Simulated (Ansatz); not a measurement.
# Two structures, one formula

Two relaxed structures of GeH$_{2}$SO, closed shell (PBE0-D4/def2-TZVP; forces vanish, vibrations not checked).

A:

O1  (1.189, -0.017, 1.664)
S2  (-1.149, 0.158, -0.852)
Ge3  (0.741, -1.474, 1.083)
H4  (-0.180, 0.262, -1.775)
H5  (-0.509, 0.984, -0.006)
(Å)

B:

```
atom    x (Å)    y (Å)    z (Å)
  O1  -0.5534   0.1310  -0.7547
  S2   1.8163  -0.4907   1.2915
 Ge3  -0.0504  -1.3144   1.1850
  H4  -1.2143   0.8289  -0.7006
  H5   0.3115   0.5516  -0.6408
```

Computed with Ansatz 0.2.0 (basis: def2-TZVPP); correlated methods freeze the cores. Filled d shells of the heavier atoms are correlated. The def2 sets are not built for correlating such inner shells, so the correlated values are less sure here. B3LYP uses VWN-RPA correlation.

Q: Which structure is lower at CCSD(T), and by how much? (Judge from chemistry; the value comes from the calculation.)

A: The calculation gives: B, by 91.2 kJ/mol (electronic energy, against the other). By their contacts, A is a complex of GeO + H₂S and B is a complex of GeS + H₂O.

All methods give the same order:

```csv
method,E(B) − E(A) (kJ/mol)
PBE-D4,-94.6
r2SCAN-D4,-99.2
PBE0-D4,-110.6
B3LYP-D4,-95.7
wB97M-V,-100.1
HF,-123.0
MP2,-83.3
CCSD,-96.9
CCSD(T),-91.2
```

T1 diagnostic: at most 0.022.

For scale, one of the runs: CCSD(T)/def2-TZVPP, 149 basis functions, launched by `ansatz run in.yaml --threads 2 --pin off --events-out ev --progress --plain --max-ram 4352MiB`. The run took 29 s on 2 CPU threads of an Arm Neoverse V1 (shared host), with 0.92 GiB of host memory at its peak.
